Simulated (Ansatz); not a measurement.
Calculated with Ansatz (gas phase, PBE0-D4/def2-TZVP geometries, no zero-point term in ΔE). CCSD(T)/CBS adds triple-zeta CCSD(T) − MP2 to the extrapolated MP2 energy (def2 sets, frozen cores). This one scheme is used for every species. Functionals use def2-TZVPP. One conformer a species, not always the lowest.

`N[SiH2][SiH2]Cl` + `O[SiH](Cl)Cl` → `Cl[SiH2]O[SiH](Cl)Cl` + `N[SiH3]`  (cleavage of the Si–Si bond)

CCSD(T)/CBS gives -119.9 kJ/mol.

(1) Another level gave -90.4 kJ/mol. Which?
A. r2SCAN/def2-TZVPP
B. PBE0/def2-TZVPP
C. CCSD/def2-TZVPP
D. PBE/def2-TZVPP

Largest T1 diagnostic among the species: 0.010.

Results:

(1) D. PBE -90.4, CCSD/def2-TZVPP -124.2, PBE0 -99.5, r2SCAN -111.9 kJ/mol.

In def2-TZVPP, CCSD(T) changes the Hartree–Fock value by +22.0 kJ/mol (the triples alone add +3.0 kJ/mol) and MP2 by +15.4 kJ/mol. From PBE to PBE0 (25 % exact exchange), in def2-TZVPP and without D4, ΔE moves by −9.1 kJ/mol.
